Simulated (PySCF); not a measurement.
Cl₄Zr, singlet, geometry from GFN2-xTB (such geometries of metal compounds can be far from the true shape) (core potentials on Zr). Base run: DF-B3LYP/def2-SV(P) in PySCF.

The PySCF input:
```python
from pyscf import gto, scf, dft

mol = gto.M(
    atom='''
Zr   -0.000000    0.000000    0.000000
Cl    1.799195   -0.565192   -1.229787
Cl    0.646516    0.465871    2.105684
Cl   -0.985449    1.812776   -0.900920
Cl   -1.460263   -1.713455    0.025024
''',
    basis='def2-sv(p)',
    ecp={'Zr': 'def2-sv(p)'},
    charge=0,
    spin=0,
    verbose=5,
)

mf = dft.RKS(mol)
mf.xc = 'b3lyp'
mf = mf.density_fit(auxbasis='def2-universal-jkfit')
mf.kernel()
mf.analyze()
```

Each row names what was changed in the base input (with any setting that the change needs).

```
change                                                                                                                                                                                  basis functions       E (Eh)  HOMO (eV)  HOMO-LUMO gap (eV)
--------------------------------------------------------------------------------------------------------------------------------------------------------------------------------------  ---------------  -----------  ---------  ------------------
base                                                                                                                                                                                                 96  -1887.64113      -9.36                6.95
basis = ANO-RCC-VDZP; relativity = none (without ecp={'Zr': 'def2-sv(p)'}; without mf = mf.density_fit(auxbasis='def2-universal-jkfit'))                                                            115  -5334.21558      -9.51                6.60
basis = ANO-RCC-VDZP; relativity = spin-free X2C; nucleus = Gaussian (with nucmod='G'; without ecp={'Zr': 'def2-sv(p)'}; without mf = mf.density_fit(auxbasis='def2-universal-jkfit'))              115  -5445.28149      -9.46                6.86
basis = x2c-SVPall; relativity = spin-free X2C (without ecp={'Zr': 'def2-sv(p)'}; without mf = mf.density_fit(auxbasis='def2-universal-jkfit'))                                                     125  -5444.36414      -9.36                6.90
basis = x2c-SVPall; relativity = spin-free X2C; nucleus = Gaussian (with nucmod='G'; without ecp={'Zr': 'def2-sv(p)'}; without mf = mf.density_fit(auxbasis='def2-universal-jkfit'))                125  -5444.32819      -9.36                6.90
basis = x2c-SVPall; relativity = none (without ecp={'Zr': 'def2-sv(p)'}; without mf = mf.density_fit(auxbasis='def2-universal-jkfit'))                                                              125  -5346.70473      -9.37                6.76
basis = ANO-RCC-VDZP; relativity = spin-free X2C (without ecp={'Zr': 'def2-sv(p)'}; without mf = mf.density_fit(auxbasis='def2-universal-jkfit'))                                                   115  -5445.32778      -9.46                6.86
```

Total energies compare only within one method and basis.

Basis sets contracted for a relativistic Hamiltonian are a mismatch without it, so the rows without relativity aren't non-relativistic limits. No row has spin-orbit coupling; sets with core potentials leave out the core electrons.
